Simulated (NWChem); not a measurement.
System: CdSiH₃F; SMILES [F][Cd][SiH3]

The following NWChem deck was run.

```
start job
memory heap 200 mb stack 900 mb global 1100 mb
geometry units angstroms noautosym nocenter noautoz
  Cd    -0.557483     0.351405     0.000000
  F     -0.653092     2.293046     0.000000
  Si    -0.435752    -2.112257     0.000000
  H     -1.108446    -2.670432    -1.212893
  H     -1.108446    -2.670432     1.212893
  H      0.989014    -2.565730     0.000000
end
basis spherical
  * library def2-svpd
end
ecp
  Cd library def2-ecp
end
dft
  xc bhlyp
  iterations 150
end
property
  response 1 0.0
end
task dft property
```

The geometry was optimised at PBE0/def2-SVP. def2 effective core potentials on Cd; no spin-orbit coupling.

Static field.

Problem. Give the results of this calculation. (BHandHLYP/def2-SVPD with def2 effective core potentials on Cd.) Quantities: isotropic polarisability (bohr³); anisotropy (bohr³).

Solution. 
```yaml
isotropic polarisability (bohr³): 59.8
anisotropy (bohr³): 28.6
```
